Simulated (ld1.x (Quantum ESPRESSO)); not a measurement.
# iodine RRKJ: all-electron and pseudo phase curves

iodine (I), norm-conserving RRKJ (Kleinman–Bylander form), made with ld1.x (Quantum ESPRESSO) 7.5 (PBE, fully relativistic). Core [Ar] 3d10, reference 4s2 4p6 4d10 5s2 5p5. Waves: 4p (bound): rc 1.20 bohr; 4d (bound): rc 0.95 bohr; 4s (bound): rc 1.00 bohr. Local part: the s channel. Core correction: none. rho0 = 0.001.

Open shells are filled in proportion to 2j + 1 (rel_dist='average').

Occupied shells without a wave of their own: 5p, 5s. They enter only through the test configuration that unscreens the potential.

The phase is arctan(r·u′/u) with u = r·R(r), unwrapped; energies in Ry, scanned from -15 to 5 Ry. A pole is an energy at which the radial function vanishes at the test radius. The pseudo phase is shifted by a multiple of π to meet the all-electron one at the reference energy, and phase errors are pseudo minus all-electron; the curves can meet again beyond the range given. Levels narrower than the energy grid can be missing from the lists of poles.

| channel | radius (bohr) | reference energy (Ry) | poles, all-electron | poles, pseudo | unbroken range about the reference energy with phases within 0.05 rad | phase error 1 Ry above the reference energy (rad) |
| --- | --- | --- | --- | --- | --- | --- |
| s | 1.30 | -13.26 | -12.21 | -12.22 | below -2.6 | -0.001 |
| p1/2 | 1.30 | -9.93 | -8.56 | -8.58 | below -0.2 | -0.001 |
| p3/2 | 1.30 | -9.12 | -7.51 | -7.53 | below -0.5 | -0.001 |
| d3/2 | 1.30 | -3.77 | -1.29 | -1.32 | the whole range | -0.001 |
| d5/2 | 1.30 | -3.64 | -1.07 | -1.10 | the whole range | -0.001 |

A Bessel basis up to 400 Ry misses an occupied level by 0.02 Ry, so cutoffs and ghosts were not judged. The potential misses its own reference levels by up to 1.8 eV, so it is not fit for use.

Phases in the d5/2 channel:

```tsv
E (Ry)	all-electron	pseudo
-15.00	1.341	1.341
-14.04	1.330	1.329
-13.08	1.316	1.315
-12.12	1.300	1.298
-11.16	1.279	1.278
-10.20	1.252	1.251
-9.24	1.216	1.214
-8.28	1.163	1.161
-7.32	1.078	1.075
-6.36	0.915	0.910
-5.40	0.509	0.503
-4.44	-0.471	-0.474
-3.48	-1.158	-1.158
-2.52	-1.410	-1.411
-1.56	-1.530	-1.532
-0.60	-1.603	-1.606
0.36	-1.655	-1.660
1.32	-1.697	-1.704
2.28	-1.736	-1.746
3.24	-1.774	-1.788
4.20	-1.814	-1.834
```
